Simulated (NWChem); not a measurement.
System: BH₂SeOCl; SMILES OB(Cl)[SeH]

NWChem input:

```
start job
memory heap 200 mb stack 900 mb global 1100 mb
geometry units angstroms noautosym nocenter noautoz
  B      0.475998     0.564188     0.000000
  Cl    -0.653954     1.932323     0.000000
  O      1.805742     0.764525     0.000000
  H      2.049501     1.697921     0.000000
  Se    -0.264203    -1.230951     0.000000
  H      1.057224    -1.877376     0.000000
end
basis spherical
  B library def2-tzvp
  Cl library def2-tzvp
  O library def2-tzvp
  H library def2-tzvp
  Se library def2-tzvp
end
dft
  xc xpbe96 cpbe96
  iterations 150
end
property
  efieldgrad
end
task dft property
```

Parts of the log:

```
             Northwest Computational Chemistry Package (NWChem) 7.3.0
             --------------------------------------------------------

                             Geometry "geometry" -> ""
                             -------------------------

 Output coordinates in angstroms (scale by  1.889725989 to convert to a.u.)

  No.       Tag          Charge          X              Y              Z
 ---- ---------------- ---------- -------------- -------------- --------------
    1 B                    5.0000     0.47599800     0.56418800     0.00000000
    2 Cl                  17.0000    -0.65395400     1.93232300     0.00000000
    3 O                    8.0000     1.80574200     0.76452500     0.00000000
    4 H                    1.0000     2.04950100     1.69792100     0.00000000
    5 Se                  34.0000    -0.26420300    -1.23095100     0.00000000
    6 H                    1.0000     1.05722400    -1.87737600     0.00000000

 Effective nuclear repulsion energy (a.u.)     290.8899835890

  pbe96 is a nonlocal functional; adding pw91lda local functional.
                              NWChem Property Module
                              ----------------------

  itol2e modified to match energy
  convergence criterion.

                                 NWChem DFT Module
                                 -----------------

 Summary of "ao basis" -> "ao basis" (spherical)
 ------------------------------------------------------------------------------
       Tag                 Description            Shells   Functions and Types
 ---------------- ------------------------------  ------  ---------------------
 B                         def2-tzvp                11       31   5s3p2d1f
 Cl                        def2-tzvp                13       37   5s5p2d1f
 O                         def2-tzvp                11       31   5s3p2d1f
 H                         def2-tzvp                 4        6   3s1p
 Se                        def2-tzvp                16       48   6s5p4d1f

  itol2e modified to match energy
  convergence criterion.

            General Information
            -------------------
          SCF calculation type: DFT
          Wavefunction type:  closed shell.
          No. of atoms     :     6
          No. of electrons :    66
           Alpha electrons :    33
            Beta electrons :    33
          Charge           :     0
          Spin multiplicity:     1
          Use of symmetry is: off; symmetry adaption is: off
          Maximum number of iterations: 150
          AO basis - number of functions:   159
                     number of shells:    59
          Convergence on energy requested:  1.00D-07
          Convergence on density requested:  1.00D-05
          Convergence on gradient requested:  5.00D-04

              XC Information
              --------------
          PerdewBurkeErnzerhof Exchange Functional  1.000
            Perdew 1991 LDA Correlation Functional  1.000 local
           PerdewBurkeErnz. Correlation Functional  1.000 non-local

             Grid Information
             ----------------
          Grid used for XC integration:  fine
          Radial quadrature: Mura-Knowles
          Angular quadrature: Lebedev.
          Tag              B.-S. Rad. Rad. Pts. Rad. Cut. Ang. Pts.
          ---              ---------- --------- --------- ---------
          B                   0.85       70          10.0       590
          Cl                  1.00      123          12.0       770
          O                   0.60       70          10.0       590
          H                   0.35       60          11.0       590
          Se                  1.15      140          11.0       974
          Grid pruning is: on
          Number of quadrature shells:   523
          Spatial weights used:  Erf1

      Superposition of Atomic Density Guess
      -------------------------------------

 Sum of atomic energies:       -2959.60285367

      Non-variational initial energy
      ------------------------------

 Total energy =   -2960.923041
 1-e energy   =   -4694.646408
 2-e energy   =    1442.833384
 HOMO         =      -0.308621
 LUMO         =       0.063186

   convergence    iter        energy       DeltaE   RMS-Dens  Diis-err
 ---------------- ----- ----------------- --------- --------- ---------
 d= 0,ls=0.0,diis     1  -2962.4357357420 -3.25D+03  6.31D-03  1.85D+00
 d= 0,ls=0.0,diis     2  -2962.2984645378  1.37D-01  5.01D-03  2.42D+00
 d= 0,ls=0.0,diis     3  -2962.4897854509 -1.91D-01  1.75D-03  5.31D-01
 d= 0,ls=0.0,diis     4  -2962.5370441182 -4.73D-02  7.65D-04  3.10D-02
 d= 0,ls=0.0,diis     5  -2962.5396435841 -2.60D-03  3.17D-04  6.27D-03
  Resetting Diis
 d= 0,ls=0.0,diis     6  -2962.5404184772 -7.75D-04  1.01D-04  4.68D-04
 d= 0,ls=0.0,diis     7  -2962.5404851449 -6.67D-05  5.96D-05  2.93D-05
 d= 0,ls=0.0,diis     8  -2962.5404770890  8.06D-06  3.67D-05  8.05D-05
 d= 0,ls=0.0,diis     9  -2962.5404894968 -1.24D-05  3.98D-06  2.17D-06
 d= 0,ls=0.0,diis    10  -2962.5404896959 -1.99D-07  1.07D-06  1.11D-07
 d= 0,ls=0.0,diis    11  -2962.5404897067 -1.07D-08  3.22D-07  5.62D-09

         Total DFT energy =    -2962.540489706654
      One electron energy =    -4696.787666581485
           Coulomb energy =     1571.528515328565
    Exchange-Corr. energy =     -128.171322042729
 Nuclear repulsion energy =      290.889983588995

 Numeric. integr. density =       65.999999536891

                       DFT Final Molecular Orbital Analysis
                       ------------------------------------

 Vector   31  Occ=2.000000D+00  E=-2.991599D-01
              MO Center= -3.7D-02,  1.6D+00,  2.5D-09, r^2= 2.4D+00
   Bfn.  Coefficient  Atom+Function         Bfn.  Coefficient  Atom+Function
  ----- ------------  ---------------      ----- ------------  ---------------
    48      0.471246  2 Cl pz                51      0.300900  2 Cl pz
    76     -0.245392  3 O  pz                45      0.223094  2 Cl pz
    79     -0.203513  3 O  pz                39     -0.183842  2 Cl pz
    82     -0.152689  3 O  pz                42     -0.083351  2 Cl pz
    11      0.026338  1 B  pz

 Vector   32  Occ=2.000000D+00  E=-2.865188D-01
              MO Center= -4.1D-01,  1.3D+00,  8.5D-11, r^2= 3.1D+00
   Bfn.  Coefficient  Atom+Function         Bfn.  Coefficient  Atom+Function
  ----- ------------  ---------------      ----- ------------  ---------------
    46      0.338021  2 Cl px                47      0.335752  2 Cl py
    49      0.221415  2 Cl px                50      0.219778  2 Cl py
   122      0.187452  5 Se py                43      0.160915  2 Cl px
    44      0.159199  2 Cl py                37     -0.132033  2 Cl px
    38     -0.130509  2 Cl py               116     -0.130659  5 Se py

 Vector   33  Occ=2.000000D+00  E=-2.299416D-01
              MO Center= -1.2D-01, -9.4D-01, -2.6D-10, r^2= 2.5D+00
   Bfn.  Coefficient  Atom+Function         Bfn.  Coefficient  Atom+Function
  ----- ------------  ---------------      ----- ------------  ---------------
   123      0.466548  5 Se pz               126      0.326123  5 Se pz
   117     -0.313226  5 Se pz               120      0.281258  5 Se pz
    48     -0.116630  2 Cl pz                76     -0.110443  3 O  pz
   114      0.095522  5 Se pz                79     -0.091679  3 O  pz
    51     -0.085469  2 Cl pz                11      0.076790  1 B  pz

 Vector   34  Occ=0.000000D+00  E=-4.194803D-02
              MO Center=  3.0D-01,  4.2D-01, -8.9D-10, r^2= 3.0D+00
   Bfn.  Coefficient  Atom+Function         Bfn.  Coefficient  Atom+Function
  ----- ------------  ---------------      ----- ------------  ---------------
    11      0.520952  1 B  pz                 8      0.409387  1 B  pz
    14      0.319396  1 B  pz               126     -0.293703  5 Se pz
    51     -0.256972  2 Cl pz                82     -0.250274  3 O  pz
    76     -0.204546  3 O  pz                79     -0.166201  3 O  pz
    48     -0.163040  2 Cl pz               123     -0.162476  5 Se pz

 Vector   35  Occ=0.000000D+00  E=-2.428312D-02
              MO Center=  2.1D-01, -1.3D+00,  1.3D-11, r^2= 3.7D+00
   Bfn.  Coefficient  Atom+Function         Bfn.  Coefficient  Atom+Function
  ----- ------------  ---------------      ----- ------------  ---------------
   156      1.203125  6 H  s                111     -0.642821  5 Se s
   124     -0.624435  5 Se px               125      0.534523  5 Se py
   121     -0.274645  5 Se px               155      0.269338  6 H  s
     4     -0.192223  1 B  s                122      0.185757  5 Se py
   115      0.148738  5 Se px                 5      0.145626  1 B  s

 Vector   36  Occ=0.000000D+00  E=-8.651763D-03
              MO Center=  1.5D+00,  1.3D+00,  3.6D-10, r^2= 5.5D+00
   Bfn.  Coefficient  Atom+Function         Bfn.  Coefficient  Atom+Function
  ----- ------------  ---------------      ----- ------------  ---------------
     5      1.042586  1 B  s                102      0.941966  4 H  s
    73     -0.703171  3 O  s                111     -0.381566  5 Se s
   125     -0.363998  5 Se py                36     -0.292260  2 Cl s
    81     -0.246010  3 O  py                 4     -0.203000  1 B  s
    71     -0.171697  3 O  s                101      0.171206  4 H  s

     Multipole analysis of the density
     ---------------------------------

     L   x y z        total         alpha         beta         nuclear
     -   - - -        -----         -----         ----         -------
     0   0 0 0     -0.000000    -33.000000    -33.000000     66.000000

[...]

          -----------------------
          Electric field gradient
          -----------------------

 1 a.u. = 0.324123 10**(16) esu/cm**3  ( or statvolts/cm**2 ) = 0.97174 10**(22) v/m**2

 ------------------------------------------------------------
   Atom      X         Y         Z
 ------------------------------------------------------------
    1 B    0.89951   1.06616   0.00000
 ------------------------------------------------------------

 Electric field gradient in molecular frame (a.u.)
         XX             YY             ZZ             XY             XZ             YZ
 ------------------------------------------------------------------------------------------
        0.146515       0.089028      -0.235543       0.068997       0.000000      -0.000000

 Principal components (a.u.) and orientation
 of principal axis w.r.t. absolute frame                      Asymmetry parameter eta
 --------------------------------------------------------------------------------------
       -0.235543       0.192516       0.043027                       0.634655

       -0.000000       0.832031      -0.554728
        0.000000       0.554728       0.832031
        1.000000       0.000000      -0.000000

 ------------------------------------------------------------
   Atom      X         Y         Z
 ------------------------------------------------------------
    2 Cl  -1.23579   3.65156   0.00000
 ------------------------------------------------------------

 Electric field gradient in molecular frame (a.u.)
         XX             YY             ZZ             XY             XZ             YZ
 ------------------------------------------------------------------------------------------
        0.088525      -0.837704       0.749178       1.708085      -0.000000       0.000000

 Principal components (a.u.) and orientation
 of principal axis w.r.t. absolute frame                      Asymmetry parameter eta
 --------------------------------------------------------------------------------------
       -2.144343       1.395165       0.749178                       0.301251

       -0.607584       0.794255       0.000000
        0.794255       0.607584       0.000000
       -0.000000      -0.000000       1.000000

 ------------------------------------------------------------
   Atom      X         Y         Z
 ------------------------------------------------------------
    3 O    3.41236   1.44474   0.00000
 ------------------------------------------------------------

 Electric field gradient in molecular frame (a.u.)
         XX             YY             ZZ             XY             XZ             YZ
 ------------------------------------------------------------------------------------------
       -0.023076      -0.669465       0.692541      -0.831513       0.000000      -0.000000

 Principal components (a.u.) and orientation
 of principal axis w.r.t. absolute frame                      Asymmetry parameter eta
 --------------------------------------------------------------------------------------
       -1.238385       0.692541       0.545845                       0.118458

        0.564677       0.000000       0.825312
        0.825312      -0.000000      -0.564677
        0.000000       1.000000      -0.000000

 ------------------------------------------------------------
   Atom      X         Y         Z
 ------------------------------------------------------------
    4 H    3.87300   3.20861   0.00000
 ------------------------------------------------------------

 Electric field gradient in molecular frame (a.u.)
         XX             YY             ZZ             XY             XZ             YZ
 ------------------------------------------------------------------------------------------
        0.176096      -0.424377       0.248280      -0.183482       0.000000      -0.000000

 Principal components (a.u.) and orientation
 of principal axis w.r.t. absolute frame                      Asymmetry parameter eta
 --------------------------------------------------------------------------------------
       -0.476003       0.248280       0.227723                       0.043187

        0.270854       0.000000       0.962620
        0.962620      -0.000000      -0.270854
        0.000000       1.000000      -0.000000

 ------------------------------------------------------------
   Atom      X         Y         Z
 ------------------------------------------------------------
    5 Se  -0.49927  -2.32616   0.00000
 ------------------------------------------------------------

 Electric field gradient in molecular frame (a.u.)
         XX             YY             ZZ             XY             XZ             YZ
 ------------------------------------------------------------------------------------------
       -1.280669      -2.241478       3.522147       1.583806       0.000000       0.000000

 Principal components (a.u.) and orientation
 of principal axis w.r.t. absolute frame                      Asymmetry parameter eta
 --------------------------------------------------------------------------------------
        3.522147      -3.416135      -0.106012                       0.939803

        0.000000      -0.595708       0.803201
        0.000000       0.803201       0.595708
        1.000000      -0.000000      -0.000000

 ------------------------------------------------------------
   Atom      X         Y         Z
 ------------------------------------------------------------
    6 H    1.99786  -3.54773   0.00000
 ------------------------------------------------------------

 Electric field gradient in molecular frame (a.u.)
         XX             YY             ZZ             XY             XZ             YZ
 ------------------------------------------------------------------------------------------
       -0.133589       0.029549       0.104040       0.111599       0.000000      -0.000000

 Principal components (a.u.) and orientation
 of principal axis w.r.t. absolute frame                      Asymmetry parameter eta
 --------------------------------------------------------------------------------------
       -0.190251       0.104040       0.086211                       0.093714

        0.891653      -0.000000       0.452720
       -0.452720      -0.000000       0.891653
       -0.000000       1.000000       0.000000
```

Level: PBE/def2-TZVP. The geometry was optimised at PBE0/def2-SVP. NWChem prints the field gradient with the sign opposite to the second derivative of the potential.
